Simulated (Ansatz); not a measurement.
Ideal-gas functions of BrH4InN2 (`[NH2][In]([NH2])[Br]`) at 500 K and 1 bar, from an Ansatz frequency run at PBE0-D4/def2-TZVP.

Molar mass 226.77 g/mol, point group Cs (symmetry number 1), electronic degeneracy 1, moments of inertia 112.717, 391.76, 502.859 u Å². Harmonic wavenumbers (cm⁻¹, unscaled): 91, 112, 132, 229, 244, 280, 427, 451, 608, 634, 772, 820, 1548, 1560, 3561, 3562, 3665, 3665.

Use S(trans) = R[1.5 ln M + 2.5 ln T − 1.1517]; rotational temperatures θ = 24.2544 K / I; S(rot) = R[ln(√π/σ · √(T³/θAθBθC)) + 1.5]; for each mode x = 1.438777 ν̃/T, S = R[x/(eˣ − 1) − ln(1 − e⁻ˣ)] and H = RT x/(eˣ − 1); 1 cm⁻¹ = 0.0119627 kJ/mol; R = 8.31446 J/(mol·K).

Task: By hand: the entropy, in J/(mol·K).

Result: Translation 187.2. Rotation: θ = 0.2152, 0.0619, 0.0482 K, giving 125.3. Vibration, mode by mode: 19.48, 17.76, 16.41, 11.93, 11.42, 10.33, 7.11, 6.71, 4.65, 4.38, 3.20, 2.87, 0.53, 0.52, 0.00, 0.00, 0.00, 0.00, in all 117.3. Electronic 0.0. Sum 429.8 J/(mol·K).

Task: By hand: H − E and G − E in kJ/mol, counted from the electronic energy.

Result: Zero-point energy ½ × 22361 × 0.0119627 = 133.7; thermal vibration 28.8; translation, rotation and pV give 4 RT = 16.6. H − E = 179.1 kJ/mol, and G − E = 179.1 − 500 × 429.8/1000 = -35.8 kJ/mol.

Vibration gives 27 % of the entropy, 53.7 J/(mol·K) of it from the modes under 150 cm⁻¹: soft modes count most, and the harmonic formula is weakest for them. The sum counts one conformer and one mirror image; others add a mixing term.
